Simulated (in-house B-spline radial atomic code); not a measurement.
## PBE hybrid excitations of Yb III (Yb2+)

Method: PBE hybrid with 0.5 exact exchange. Computed with a B-spline radial code for spherical atoms: linear response of the closed shell [Xe] 4f14 with the functional's adiabatic kernel; scalar-relativistic (spin-free one-electron X2C), finite nucleus, no spin-orbit coupling, no double excitations, S, P, D and F terms only; shells from n = 3 respond. Only terms of natural parity with L up to 3 were computed.

Spin-orbit coupling is strong here, so these LS terms don't match observed levels.

Command:
```bash
python run_td.py task.json out
```
Settings (radii: box in bohr, nucleus in fm):
```
Z                        70
electrons                68
configuration            [Xe] 4f14
hamiltonian              x2c
method                   pbeh
box_radius               29.48
exact_exchange_fraction  0.5
rms_radius               5.3108
intervals                72
```

Run time, properties included: 7.1 s on 1 thread of Intel(R) Xeon(R) Platinum 8375C CPU @ 2.90GHz (Ice Lake), with other jobs on the host.

The lowest states, in the order of their Tamm-Dancoff energies; the method's threshold (minus the highest occupied level) is 23.299 eV. Labels give the largest channel, * marks a mixed state, and oscillator strengths are full-response dipole values. Semilocal kernels can invert the small singlet-triplet splittings of Rydberg terms. Energies in eV:

```csv
state,full response,Tamm-Dancoff,oscillator strength
4f → 5d 3P,4.886,5.011,-
4f → 6s 3F,?,?,-
4f → 6s 1F,5.335,5.340,-
4f → 5d 3F,5.634,5.691,-
4f → 5d 1F,?,?,-
4f → 5d 1P,6.916,7.384,0.121
4f → 6p 3D,10.171,10.180,-
4f → 6p 1D,10.384,10.396,-
4f → 7s 3F,15.217,15.219,-
4f → 7s 1F,15.248,15.250,-
```

**Question.** Where does 4f → 5d 1F lie?

**Answer.** At 6.178 eV in full response, 6.186 eV in Tamm-Dancoff.

**Question.** Where does 4f → 6s 3F lie?

**Answer.** At 5.222 eV in full response, 5.231 eV in Tamm-Dancoff.

**Question.** How large is the singlet-triplet splitting of 4f → 6s (F terms) in Tamm-Dancoff?

**Answer.** 0.11 eV, from the unrounded values.

**Question.** What polarisabilities and dispersion coefficient does the method give?

**Answer.** Dipole 6.757 bohr³, quadrupole 15.15 bohr⁵, C6 34.25 hartree·bohr⁶ for two such species.
